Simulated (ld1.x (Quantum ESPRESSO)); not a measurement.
**Which change was made? (Sn, PAW)**

```
Element                 : Sn
Generator               : ld1.x (Quantum ESPRESSO) 7.5
Type                    : PAW
Functional              : LDA (PZ)
Relativity              : scalar-relativistic
Frozen core             : [Kr]
Valence charge          : 14
Reference configuration : 4d10 5s2 5p0 (charge +2)
Partial waves           : 5s (bound): rcut 1.45, rcutus 2.00 bohr; 5s channel at 0.3 Ry: rcut 1.45, rcutus 2.00 bohr; 5p (bound, empty): rcut 1.55, rcutus 2.05 bohr; 5p channel at -0.95 Ry: rcut 1.55, rcutus 2.05 bohr; 4d (bound): rcut 1.25, rcutus 1.50 bohr; 4d channel at 0.05 Ry: rcut 1.25, rcutus 1.50 bohr; 4f channel at -0.1 Ry: rcut 1.70, rcutus 1.80 bohr; 4f channel at 0.95 Ry: rcut 1.70, rcutus 1.80 bohr
Local potential         : all-electron potential smoothed inside 1.15 bohr (lloc = -2)
Core correction         : a·sin(br)/r model core, default radius (ld1.x builds one for every PAW set, though the input has nlcc=.false.)
Augmentation charge     : BESSEL, radius 1.35 bohr
```

Cutoffs, loose and tight: the cutoffs (Ry, on a coarse ladder) from which the occupation-weighted sum of valence levels, in a spherical-Bessel basis at the reference potential, stays within 10 and 1 mRy of its value at 400 Ry. They do not see the model core or the augmentation charge, which bear on the density cutoff. Test errors are all-electron minus pseudo excitation energies from the reference, over the configurations 4d10 5s2 5p2; 4d10 5s2 5p1; 4d10 5s1 5p0; 4d10 5s0 5p4; 4d10 5s1 5p2; 4d10 5s2 5p2.3; 4d9 5s2 5p3 (two spin-polarised tests are not counted in the largest error); variants that change the core or the reference have their own tests.

The base gives: outcome: generated; cutoff, loose: 55 Ry; cutoff, tight: 100 Ry; bound ghosts: s, p; largest test error (meV): -90.

Task: After one change the result is: outcome: generated, overlap not positive; bound ghosts: s, p (d not tested, overlap not positive); largest test error (meV): -83. Which change was it?
A. local potential all-electron potential smoothed inside 1.36 bohr (lloc = -2)
B. local potential all-electron potential smoothed inside 0.82 bohr (lloc = -2)
C. local potential all-electron potential smoothed inside 2.30 bohr (lloc = -2)

Result: B. The others give: local potential all-electron potential smoothed inside 1.36 bohr (lloc = -2) → outcome: generated; cutoff, loose: 60 Ry; cutoff, tight: 110 Ry; bound ghosts: none; largest test error (meV): -65 | local potential all-electron potential smoothed inside 2.30 bohr (lloc = -2) → outcome: generated; cutoff, loose: 60 Ry; cutoff, tight: 100 Ry; bound ghosts: none; largest test error (meV): -87. A file whose overlap is not positive is unfit for use, and its test errors describe a broken file.
